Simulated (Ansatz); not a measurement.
Isolated molecules relaxed with PBE0-D4/def2-TZVP in Ansatz; ΔE leaves out vibrations. CBS: MP2 limit from def2 TZ/QZ plus the TZ coupled-cluster correction, frozen cores. This one scheme is used for every species. Functionals use def2-TZVPP. B3LYP here is the variant with VWN-RPA as its local correlation; programs differ in this. HSE06 is defined as in plane-wave codes. Elements past krypton have def2 core potentials. For Nb outer-core shells are correlated without core-valence functions, which leaves a few kJ/mol of doubt a bond. Each species was taken in one conformer, which may not be the lowest.

`[CH3][Nb](=[O])([OH])[F]` + HCl → `[O]=[Nb]([OH])([F])[Cl]` + CH₄  (ligand exchange at the Nb–C bond)

| level | ΔE (kJ/mol) | difference from CCSD(T)/CBS |
| --- | --- | --- |
| LDA (SPW92) | -171.3 | 1.0 |
| PBE-D4 | -175.4 | -3.1 |
| BLYP-D4 | -178.4 | -6.1 |
| r2SCAN-D4 | -182.6 | -10.3 |
| B97M-V | -186.1 | -13.8 |
| r2SCANh-D4 | -181.6 | -9.3 |
| BHLYP-D4 | -180.5 | -8.2 |
| ωB97M-V | -173.8 | -1.5 |
| PBE-QIDH | -180.2 | -7.9 |
| PBE0 | -176.1 | -3.8 |
| B3LYP | -179.2 | -6.9 |
| r2SCAN0 | -180.5 | -8.2 |
| HSE06 | -176.2 | -3.9 |
| RPA@PBE/def2-TZVPP | -167.4 | 4.9 |
| CCSD/def2-SVP | -177.5 | -5.2 |
| HF/def2-QZVPP | -184.0 | -11.7 |
| CCSD(T)/CBS | -172.3 | 0 |

Largest T1 diagnostic among the species: 0.022, so the coupled-cluster value is less sure than usual.

At CCSD(T), def2-SVP lies −8.3 kJ/mol from the extrapolated value and def2-TZVPP +0.5 kJ/mol. Leaving LDA and LC-ωPBE aside and taking each functional with its dispersion term where it has one, the values spread over 12.3 kJ/mol, from B97M-V to ωB97M-V. LDA lies +4.5 kJ/mol from PBE without D4.
